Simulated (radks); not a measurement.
Values are calculated unless marked as measured or tabulated.
Question: Ionisation of Ru, [Kr] 4d7 5s1, to Ru+, [Kr] 4d7, under several functionals. Scalar-relativistic Kohn-Sham, spin-polarised, spherical densities, finite nucleus; open shells are filled with parallel spins first (spin-orbit coupling, left out, can overturn this in heavy ions); a radial shooting solver on a logarithmic mesh with Libxc functionals. Known Delta-SCF values: exchange-only B88 7.358 eV; Wu-Cohen GGA 7.821 eV; exchange-only r2SCAN 7.040 eV. What does HCTH/407 give, and what is its highest occupied eigenvalue?

Answer: 7.726 eV by Delta-SCF; the 4d eigenvalue is -3.960 eV. NIST: 7.361 eV (measured).
